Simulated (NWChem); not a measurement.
Species: SeCl3 cation; SMILES Cl[Se+](Cl)Cl

```xyz
4

Se     0.0000     0.0000     0.5594
Cl    -1.8777     0.4583    -0.3719
Cl     1.3358     1.3969    -0.3719
Cl     0.5419    -1.8553    -0.3719
```
Atoms are numbered in this order, from 1.

Level: B3LYP/6-31G* (spherical d) (NWChem), optimised geometry, unscaled harmonic frequencies. This build's default masses of Se (78.918 u) and Br (79.917 u) are each other's, which moves their modes by up to 0.6 %. B3LYP is NWChem's, with the RPA form of VWN correlation.

```tsv
frequency (cm⁻¹)	IR intensity (km/mol)
155	0.8
155	0.8
196	2.3
413	61.3
413	61.3
424	5.4
```

```yaml
zero_point_energy: 2.5 kcal/mol
thermal correction to the enthalpy at 298.15 K (with zero-point energy): 6.6 kcal/mol
heat capacity Cv: 15.9 cal/(mol K)
entropy at 298.15 K and 1 atm (symmetry number 3): 77.8 cal/(mol K)
```

Rigid rotor and harmonic oscillator.
